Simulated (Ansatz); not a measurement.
Consider the formal hydrolysis of the Sn–N bond: `O=C=[N][SnH]([F])[F]` + H₂O → `[OH][SnH]([F])[F]` + `N=C=O`.

Computed with Ansatz on PBE0-D4/def2-TZVP structures; ΔE is electronic, products minus reactants. CBS: MP2 limit from def2 TZ/QZ plus the TZ coupled-cluster correction, frozen cores. This one scheme is used for every species. Functionals use def2-TZVPP. B3LYP here is the variant with VWN-RPA as its local correlation; programs differ in this. HSE06 is defined as in plane-wave codes. def2 core potentials past Kr. For Sn outer-core shells are correlated without core-valence functions, which leaves a few kJ/mol of doubt a bond. Each species was taken in one conformer, which may not be the lowest.

(1) Is it downhill or uphill in electronic energy at CCSD(T)/CBS, and by how much? (An estimate is asked.)

(2) What do these levels give: r2SCAN-D4, r2SCAN0-D4, HSE06-D4, BLYP, PBE0, B3LYP, BHLYP, CCSD/def2-SVP, CCSD(T)/def2-SVP, CCSD/def2-TZVPP, HF/def2-QZVPP, MP2/def2-QZVPP? (Estimate.)

Largest T1 diagnostic among the species: 0.018.

## Answers

(1) The calculation gave: Uphill: ΔE = +19.0 kJ/mol.

(2) Ansatz gave: r2SCAN-D4 9.1, r2SCAN0-D4 15.7, HSE06-D4 15.4, BLYP 1.0, PBE0 12.7, B3LYP 7.8, BHLYP 15.5, CCSD/def2-SVP 18.7, CCSD(T)/def2-SVP 17.6, CCSD/def2-TZVPP 20.6, HF/def2-QZVPP 25.1, MP2/def2-QZVPP 21.0 kJ/mol.

In def2-TZVPP, CCSD(T) changes the Hartree–Fock value by −5.5 kJ/mol (the triples alone add −1.1 kJ/mol) and MP2 by −3.7 kJ/mol. From BLYP to BHLYP (50 % exact exchange), in def2-TZVPP and without D4, ΔE moves by +14.4 kJ/mol.
